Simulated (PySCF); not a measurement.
Species: BH8NSi2.
SMILES: `N[SiH2]B[SiH3]`

Jobs on this species (12 atoms, 48 electrons) with PySCF (density fitting). Hardware of each: one thread of an Arm Neoverse V1 (shared host). Times come from a shared host and carry two figures at best. Peak memory is the resident size of the whole Python process, interpreter and libraries included.

```
level and settings                                                                           work  basis functions  SCF cycles  wall time  peak memory
 wB97X-D/def2-SVPD  10 singlets by full TDDFT, 4 Tamm–Dancoff triplets, polarisability, ΔSCF ions              152           ?          ?            ?
BHandHLYP/pcSseg-2                                                                     shieldings              270          11       35 s      1.1 GiB
      PBE/pcSseg-2                                                                     shieldings              270          14       46 s     0.83 GiB
      LDA/pcSseg-2                                                                     shieldings              270          14       41 s     0.89 GiB
  PBE0/aug-cc-pVDZ                                        shieldings, charges and field gradients              172          12       18 s     0.89 GiB
     PBE0/def2-SVP                                        shieldings, charges and field gradients              104          12      8.6 s     0.53 GiB
  LC-wPBE/pcSseg-2                                                                     shieldings              270          13       53 s      1.1 GiB
     BP86/pcSseg-2                                                                     shieldings              270          14       52 s     0.83 GiB
  PBE0/aug-cc-pVDZ             10 singlets by full TDDFT, 4 Tamm–Dancoff triplets, polarisability              172          12       17 s     0.77 GiB
```

Q: Fill in the missing figures.

A: 
- wB97X-D/def2-SVPD; 10 singlets by full TDDFT, 4 Tamm–Dancoff triplets, polarisability, ΔSCF ions: 62 s, 0.75 GiB, 12 SCF cycles

Q: What do all jobs in the table cost together?

A: About 5.5 min; the longest takes about 19 % of that, and about 7.2 times as long as the shortest.
